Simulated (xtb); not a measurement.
Harmonic IR lines of one isomer of C$_{9}$H$_{8}$BN, unscaled. Level of theory: GFN2-xTB (xtb).

```tsv
wavenumber (cm⁻¹)	relative intensity
717	6.7
816	100
821	4.3
974	9.3
1207	35
1225	4.8
1257	36
1354	10
1406	14
1481	18
1546	9.2
1578	74
2642	91
2680	60
3043	18
3051	9.6
3067	7.0
3078	12
3089	28
3107	10.0
```

**Question.** Name which structure gives these lines.
A. `Bc1ccc2ccccc2n1`
B. `Bc1ccc2cccnc2c1`
C. `Bc1cnc2ccccc2c1`
D. `Bc1cccc2ncccc12`

**Answer.** C, `Bc1cnc2ccccc2c1`
